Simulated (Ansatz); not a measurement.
Two isomers of C3H7ClSi: A = `[SiH3]C1(Cl)CC1`, B = `C[C@H]1C[Si@H]1Cl`.

Isolated molecules relaxed with PBE0-D4/def2-TZVP in Ansatz; ΔE leaves out vibrations. CCSD(T)/CBS is the MP2 limit (def2-TZVPP, def2-QZVPP) plus CCSD(T) − MP2 in def2-TZVPP, frozen cores. DFT in def2-TZVPP. B3LYP here is the variant with VWN-RPA as its local correlation; programs differ in this.

(1) Which is lower in electronic energy at CCSD(T)/CBS, and by how much? (Best estimate.)

(2) Give E(B) − E(A) in kJ/mol with PBE0-D4, B3LYP-D4, ωB97M-V, HF/def2-TZVPP, r2SCAN-D4, CCSD/def2-TZVPP, MP2/def2-TZVPP. (An estimate is asked.)

Largest T1 diagnostic: 0.010.

## Answers

(1) Computed: B, by 139.2 kJ/mol.

(2) Ansatz gave: PBE0-D4 -139.7, B3LYP-D4 -136.4, ωB97M-V -138.8, HF/def2-TZVPP -128.2, r2SCAN-D4 -144.5, CCSD/def2-TZVPP -135.2, MP2/def2-TZVPP -137.9. None reverses the order clearly.

In def2-TZVPP, CCSD(T) changes the Hartree–Fock value by −7.0 kJ/mol (the triples alone add −0.1 kJ/mol) and MP2 by −9.7 kJ/mol.
